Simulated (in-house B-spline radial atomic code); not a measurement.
Orbital energies and mean radii along the 8-electron series, configuration [He] 2s2 2p4. The effective charge is n√(-2ε), a non-relativistic measure. Computed with a radial B-spline atomic code at the basis-set limit: non-relativistic Hartree-Fock, average of the configuration, point nuclei.

This level leaves out relativity, spin-orbit splitting included, which matters for heavy ions.

| ion | Z | energy of 1s (Eh) | mean radius of 1s (bohr) | energy of 2p (Eh) | mean radius of 2p (bohr) | effective charge of 1s |
| --- | --- | --- | --- | --- | --- | --- |
| Cr16+ | 24 | -245.01 | 0.063945 | -43.88 | 0.24504 | 22.136 |
| Mn17+ | 25 | ? | ? | ? | ? | ? |
| Fe18+ | 26 | -291.08 | 0.05893 | -53.802 | 0.22308 | 24.128 |
| Co19+ | 27 | ? | ? | ? | ? | ? |
| Ni20+ | 28 | -341.15 | 0.054644 | -64.724 | 0.20474 | 26.121 |
| Cu21+ | 29 | -367.69 | 0.052726 | -70.56 | 0.19667 | 27.118 |
| Zn22+ | 30 | -395.22 | 0.050938 | -76.647 | 0.1892 | 28.115 |
| Ga23+ | 31 | -423.76 | 0.049267 | -82.983 | 0.18228 | 29.112 |
| Ge24+ | 32 | -453.3 | 0.047702 | -89.57 | 0.17586 | 30.11 |
| As25+ | 33 | ? | ? | ? | ? | ? |
| Se26+ | 34 | -515.37 | 0.044853 | -103.49 | 0.16428 | 32.105 |
| Br27+ | 35 | -547.91 | 0.043552 | -110.83 | 0.15904 | 33.103 |
| Kr28+ | 36 | -581.45 | 0.042324 | -118.42 | 0.15413 | 34.101 |

(1) Fill in the row of Mn17+.

(2) Fill in the row of Co19+.

(3) Fill in the row of As25+.

(4) How does the screening of 1s change?

Results:

(1) energy of 1s (Eh): -267.54; mean radius of 1s (bohr): 0.061335; energy of 2p (Eh): -48.716; mean radius of 2p (bohr): 0.23354; effective charge of 1s: 23.132.

(2) energy of 1s (Eh): -315.61; mean radius of 1s (bohr): 0.056706; energy of 2p (Eh): -59.138; mean radius of 2p (bohr): 0.21352; effective charge of 1s: 25.124.

(3) energy of 1s (Eh): -483.84; mean radius of 1s (bohr): 0.046234; energy of 2p (Eh): -96.406; mean radius of 2p (bohr): 0.16987; effective charge of 1s: 31.107.

(4) Z less the effective charge goes from 1.86 at Z = 24 to 1.90 at Z = 36.
